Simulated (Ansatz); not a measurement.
From InH3 to InCl3: predicting a member

On one In centre, n of the H ligands are replaced by Cl. The atomisation energy (no zero-point term) y in kJ/mol at CCSD(T)/def2-TZVPP. Shapes: PBE0-D4/def2-TZVP. Programs: Ansatz 0.2.0.

| molecule | n | y (kJ/mol) |
| --- | --- | --- |
| InH3 | 0 | 728 |
| InH2Cl | 1 | 821 |
| InHCl2 | 2 | ? |
| InCl3 | 3 | 957 |

Fit y = c + s·n to the known rows and predict InHCl2.


1. Means of the 3 rows: n = 1.33333, y = 835.3.
2. Σ(Δn)² = 4.6667, Σ(Δn·Δy) = 350.67, so the slope is 350.67/4.6667 = 75.143.
3. Intercept: 835.3 − (75.143) × 1.33333 = 735.1. The largest residual of the fit is 11.
4. InHCl2: 735.1 + (75.143) × 2 = 885 kJ/mol.

The run gave 898 kJ/mol, so the prediction is off by -13 kJ/mol, about the largest residual. The step per swap changes from +93 to +59 kJ/mol along the series, so a line misses the bend: the ligands act on one another. The slope is only an average step. Other levels give for InHCl2: wB97X-V/def2-TZVPP 940; CCSD(T)/def2-SVP 844; CCSD/def2-TZVPP 878 kJ/mol. Spin-orbit coupling of the free atoms (H 0, Cl 4 kJ/mol each; the atoms kept shift only the intercept) is left out. Coupled cluster in double- or triple-zeta sets underbinds by a few per cent against its basis-set limit. For atoms past krypton def2 sets carry core potentials with scalar relativity. Outer-core shells of In are correlated, in sets that cover them unevenly.
